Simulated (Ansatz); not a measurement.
BFH$_{4}$OSi (`OB(F)[SiH3]`). Total charge 0; spin multiplicity 1.

```tsv
atom	x (Å)	y (Å)	z (Å)
O1	-1.698	-1.016	0.060
B2	-0.377	-0.935	-0.203
F3	0.187	-2.046	-0.664
Si4	0.773	0.729	0.054
H5	-2.077	-0.199	0.392
H6	1.378	1.150	-1.238
H7	-0.054	1.854	0.575
H8	1.868	0.462	1.024
```

**Question.** What are the harmonic wavenumbers in cm⁻¹ at PBE0-D4/def2-TZVP (Ansatz, finite differences of forces, unscaled)? (An estimate is asked.)

**Answer.** Ansatz gave: 69, 190, 353, 364, 574, 591, 604, 649, 887, 937, 940, 981, 1275, 1407, 2206, 2225, 2229, 3905.

**Question.** Is this a minimum?

**Answer.** Yes, all 18 modes are real.

**Question.** Give the ideal-gas thermochemistry at 298.15 K and 1 bar (rigid rotor, harmonic oscillator; point group Cs, symmetry number 1).

**Answer.** Zero-point energy 121.9 kJ/mol; H(298) − E = 139.5 kJ/mol; entropy 316.4 J/(mol·K), of which translation 163.2, rotation 107.3, vibration 45.9; G(298) − E = 45.2 kJ/mol. Modes under 100 cm⁻¹ are hindered rotations or soft bends, so the harmonic entropy is rough.

**Question.** Rotational constants (cm⁻¹)?

**Answer.** 0.309, 0.1233, 0.09093.
